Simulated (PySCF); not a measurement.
**Electron correlation in Cl⁺ (chlorine, charge +1)**

[Ne] 3s2 3p4, high-spin 3P determinant. All numbers are calculated (PySCF 2.14, the non-relativistic Hamiltonian (point nucleus), in pcseg-2). Frozen: [Ne]; 6 electrons correlated.

MP2 pair energies summed by pair of shells (mhartree):

| pair | energy | share (%) |
| --- | --- | --- |
| 3p-3p | -54.77 | 46.9 |
| 3s-3p | -53.39 | 45.7 |
| 3s-3s | -8.66 | 7.4 |

Total MP2 correlation energy: -116.82 mhartree.

Same-spin part -27.11 and opposite-spin part -89.71 mhartree; SCS-MP2 scales them by 1/3 and 6/5 to -116.69 mhartree.

```tsv
level	correlation energy (mhartree)
CCSD	-141.40
(T)	-3.78
CCSD(T)	-145.18
```

Diagnostics: T1 = 0.0081, D1 = 0.0254, largest double amplitude 0.055.

Is a single reference adequate?

Yes: T1 lies below 0.03 and no double amplitude reaches 0.07.
